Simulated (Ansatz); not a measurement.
Job for Ansatz (a first-principles code): R-r2SCAN/def2-TZVPPD on ClH3Si (SMILES [SiH3]Cl) with ghost functions. Files ending in .json are basis or fitting sets from the Basis Set Exchange.

Ansatz 0.2 input:
```yaml
crystal:
  periodic: [false, false, false]
  atoms:
    - {symbol: Si, position_ang: [0.43223857, -1.03704059, 3.20463340]}
    - {symbol: Cl, position_ang: [-1.32242813, 0.06465540, 3.36585749]}
    - {symbol: H, position_ang: [0.71455941, -1.51188055, 4.57914716]}
    - {symbol: H, position_ang: [1.53625463, -0.17109418, 2.76186389]}
    - {symbol: H, position_ang: [0.22061766, -2.20172755, 2.33079907]}
basis:
  gaussian:
    orbitals: def2-TZVPPD.json
    ghost_atoms:
      - {symbol: N, position_ang: [-0.09383993, -0.07481457, 0.31169613]}
      - {symbol: H, position_ang: [-0.30930572, 0.89874724, 0.49350779]}
      - {symbol: H, position_ang: [0.52874894, -0.11157917, -0.48725244]}
      - {symbol: H, position_ang: [-0.96141658, -0.52830540, 0.04871559]}
hamiltonian:
  xc: {name: r2SCAN}
scf: {lower_state_search: off}
```

Q: Give the final energy of this run.

A: -751.4971 hartree.

Q: How many basis functions does it have, and what does it roughly cost on one machine?

A: 238 functions; around 5 core-seconds (rough).
